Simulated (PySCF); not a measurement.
C2H2F4, SMILES FC(F)(F)CF, singlet (PBE/def2-SVP optimised geometry):

```
8

F      1.250     0.529     1.124
C      0.774    -0.098     0.000
C     -0.751    -0.098     0.000
F     -1.250     1.154     0.000
F     -1.250    -0.745     1.072
F     -1.189    -0.729    -1.116
H      1.123    -1.154    -0.031
H      1.123     0.429    -0.915
```

Calculation: PBE/def2-TZVP in PySCF.

What are the frontier orbital energies and the dipole moment?

HOMO-2 -9.84 eV, HOMO-1 -8.82 eV, HOMO -8.67 eV, LUMO 0.05 eV, LUMO+1 0.75 eV; dipole moment 1.86 D.

On the same geometry PBE0/def2-TZVP (PySCF) gives HOMO-2 -12.07 eV, HOMO-1 -10.74 eV, HOMO -10.54 eV, LUMO 1.13 eV, LUMO+1 1.66 eV; dipole moment 2.01 D.

Meta-Löwdin charges at PBE/def2-TZVP: F1 -0.28, C2 0.03, C3 0.73, F4 -0.25, F5 -0.25, F6 -0.26, H7 0.14, H8 0.14.
